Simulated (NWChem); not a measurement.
[F][AlH][AsH2] (AlAsH$_{3}$F), optimised at PBE0/def2-SVP with NWChem:

| Property | Value |
|---|---|
| highest occupied level (eV) | -7.46 |
| orbital gap (eV) | 6.23 |
| dipole (D) | 1.34 |
| highest harmonic frequency (cm⁻¹) | 2225 |
| zero-point energy (kcal/mol) | 15.7 |

All stand in one matching conformer (torsions within 35°), which need not be the lowest.

Question: One Al atom is replaced by B, giving FB[AsH2] (BAsH$_{3}$F), optimised at the same level. How do these values move?

Answer: 
```
quantity                           new value  change
---------------------------------  ---------  ------
highest occupied level (eV)            -7.46    0.00
orbital gap (eV)                        6.31   +0.08
dipole (D)                              0.69   -0.65
highest harmonic frequency (cm⁻¹)       2618    +393
zero-point energy (kcal/mol)            19.4    +3.7
```
